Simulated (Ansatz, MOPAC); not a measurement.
Spectroscopic constants of CdB, multiplicity 2 (lowest of 2S+1 = 2, 4 at CCSD(T)/def2-TZVPP on PBE0 minima; our sources give no spin for the ground state, which may be another). No spin–orbit coupling. The T1 diagnostic near the minimum is 0.057, so single-reference values are doubtful.

The constants come from a fifth-degree fit in 1/R (seven points, main isotopes). In def2 and cc sets the state is the lowest found near the PBE0 minimum, followed along R.

The state that PM3 reach isn't checked.

Programs: Ansatz (Gaussian basis) for Hartree–Fock, density functionals and correlated methods; MOPAC for PM3 (differences of heats of formation). Each number belongs to the level named beside it. In def2 rows elements past Kr take small-core potentials, without spin–orbit coupling.

| level | r_e (Å) | ω_e (cm⁻¹) | ω_e x_e (cm⁻¹) | dipole (D) |
|---|---|---|---|---|
| PM3 | 2.376 | 311 | 2.3 | - |
| PBE/def2-TZVPP | 2.373 | 297 | 4.3 | 1.87 |
| r2SCAN/def2-TZVPP | 2.362 | [?] | 4.4 | 1.76 |
| B3LYP/def2-TZVPP | 2.487 | 226 | 5.0 | 1.68 |
| PBE0/def2-TZVPP | 2.424 | 267 | 4.7 | 1.92 |
| CAM-B3LYP/def2-TZVPP | 2.523 | 196 | 5.6 | 1.58 |
| wB97X-V/def2-TZVPP | 2.551 | 183 | 5.9 | 1.65 |
| wB97M-V/def2-TZVPP | [?] | [?] | 6.1 | 1.66 |

Question: Complete the blanks.

Answer: 
- wB97M-V/def2-TZVPP, r_e (Å): 2.515
- wB97M-V/def2-TZVPP, ω_e (cm⁻¹): 198
- r2SCAN/def2-TZVPP, ω_e (cm⁻¹): 302

Ansatz is a first-principles code.
